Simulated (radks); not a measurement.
All-electron atom: the osmium ion Os4+ in [Xe] 4f14 5d4. Method: scalar-relativistic Kohn-Sham, PBE, spin-polarised, spherical densities, finite nucleus; open shells are filled with parallel spins first (spin-orbit coupling, left out, can overturn this in heavy ions); Fermi nuclear charge, rms radius 5.4126 fm; computed with a radial shooting solver on a logarithmic mesh with Libxc functionals.

Local quantities along the radius. ELF = 1/(1 + alpha^2) is the electron localisation function; alpha = (tau - tau_W)/tau_unif compares the Pauli kinetic energy density with that of the uniform gas (summed over spins); s = |grad rho|/(2 (3 pi^2)^(1/3) rho^(4/3)) is the reduced gradient; -r V(r) is the screened charge that the Kohn-Sham potential of spin up presents (atomic units). tau is taken from the large components.

| r (bohr) | ELF | alpha | s | -r V(r) |
|---|---|---|---|---|
| 0.0006627 | 1.000 | 0.02188 | 1.117 | 75.75 |
| 0.0008769 | 0.999 | 0.02260 | 0.9524 | 75.64 |
| 0.00117 | 0.999 | 0.02394 | 0.8233 | 75.49 |
| 0.001547 | 0.999 | 0.02607 | 0.7300 | 75.31 |
| 0.002064 | 0.999 | 0.02954 | 0.6616 | 75.05 |
| 0.002731 | 0.999 | 0.03491 | 0.6180 | 74.73 |
| 0.003642 | 0.998 | 0.04398 | 0.5940 | 74.29 |
| 0.004819 | 0.997 | 0.05917 | 0.5897 | 73.73 |
| 0.006428 | 0.992 | 0.08808 | 0.6050 | 72.99 |
| 0.008505 | 0.979 | 0.1447 | 0.6391 | 72.06 |
| 0.01134 | 0.930 | 0.2734 | 0.6895 | 70.84 |
| 0.01501 | 0.762 | 0.5586 | 0.7278 | 69.35 |
| 0.02002 | 0.453 | 1.099 | 0.6736 | 67.43 |
| 0.02649 | 0.333 | 1.416 | 0.4633 | 65.14 |
| 0.03533 | 0.499 | 1.001 | 0.2895 | 62.31 |
| 0.04674 | 0.713 | 0.6340 | 0.3168 | 59.02 |
| 0.06234 | 0.702 | 0.6519 | 0.4378 | 55.02 |
| 0.08249 | 0.434 | 1.141 | 0.4657 | 50.51 |
| 0.11 | 0.390 | 1.251 | 0.2510 | 45.33 |
| 0.1456 | 0.670 | 0.7017 | 0.2528 | 39.92 |
| 0.1942 | 0.654 | 0.7276 | 0.4594 | 34.02 |
| 0.2569 | 0.285 | 1.585 | 0.4227 | 28.11 |
| 0.3426 | 0.521 | 0.9597 | 0.1561 | 22.28 |
| 0.4533 | 0.714 | 0.6325 | 0.3356 | 17.00 |
| 0.6046 | 0.507 | 0.9855 | 0.5595 | 12.56 |
| 0.8 | 0.339 | 1.395 | 0.5201 | 9.412 |
| 1.067 | 0.586 | 0.8403 | 0.5057 | 7.285 |
| 1.412 | 0.631 | 0.7652 | 0.7879 | 5.950 |
| 1.883 | 0.388 | 1.255 | 1.353 | 5.135 |
| 2.491 | 0.120 | 2.705 | 2.562 | 4.665 |
| 3.323 | 0.013 | 8.736 | 6.272 | 4.495 |
| 4.397 | 0.000 | 52.46 | 21.39 | 4.246 |

On this mesh the ELF has minima near r = 0.026, 0.095, 0.26, 0.80 bohr, which separate the shells, and maxima near 0.054 (0.74), 0.17 (0.72), 0.45 (0.71), 1.2 (0.65).

Self-consistent cycle (total energy in hartree, residual of the potential): 1: -17207.72137, 2e+01; 2: -17239.28927, 1e+01; 3: -17247.07182, 1e+00; 4: -17247.00989, 2e+00; 5: -17247.28326, 2e-01; 6: -17247.29217, 6e-02; 7: -17247.29233, 4e-02; 8: -17247.29253, 4e-03; 9: -17247.29254, 2e-04; 10: -17247.29254, 1e-04; 11: -17247.29254, 1e-05; 12: -17247.29254, 1e-06; 13: -17247.29254, 5e-08; 14: -17247.29254, 3e-08; 15: -17247.29254, 1e-08.
